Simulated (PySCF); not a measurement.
## Working out the ionisation energy of Pt(2+)

Pt(2+) [Xe] 4f14 5d8 (3F) → Pt(3+) [Xe] 4f14 5d7 (4F). All numbers are calculated (PySCF 2.14, a scalar-relativistic core potential, in aug-cc-pwCVDZ-PP with ECP60MDF (6s6p5d3f, 70 functions)). Frozen: nothing. Energies in hartree (1 hartree = 27.21139 eV):

| part | Pt(2+) (lower) | Pt(3+) (upper) |
| --- | --- | --- |
| UHF | -117.615397 | -116.544432 |
| MP2 opposite-spin | -0.270247 | -0.235909 |
| MP2 same-spin | -0.126421 | -0.111103 |

**Question.** What does Hartree-Fock give?

**Answer.** (-116.544432) − (-117.615397) = 1.070965 hartree = 29.142 eV.

**Question.** What do MP2 and SCS-MP2 (6/5 opposite-spin, 1/3 same-spin) give?

**Answer.** The opposite-spin parts differ by 0.934 eV and the same-spin parts by 0.417 eV. MP2: 29.142 + (0.934) + (0.417) = 30.493 eV. SCS-MP2: 29.142 + 1.2 × (0.934) + (0.417)/3 = 30.402 eV.

Reference: 29 ± 1.6 eV (theoretical estimate listed by NIST; NIST Atomic Spectra Database, ionization energies), between the lowest levels; spin-orbit coupling is absent from the calculation.

A double-zeta basis recovers only part of the correlation energy.

What remains against the reference includes basis incompleteness and correlation beyond second order.
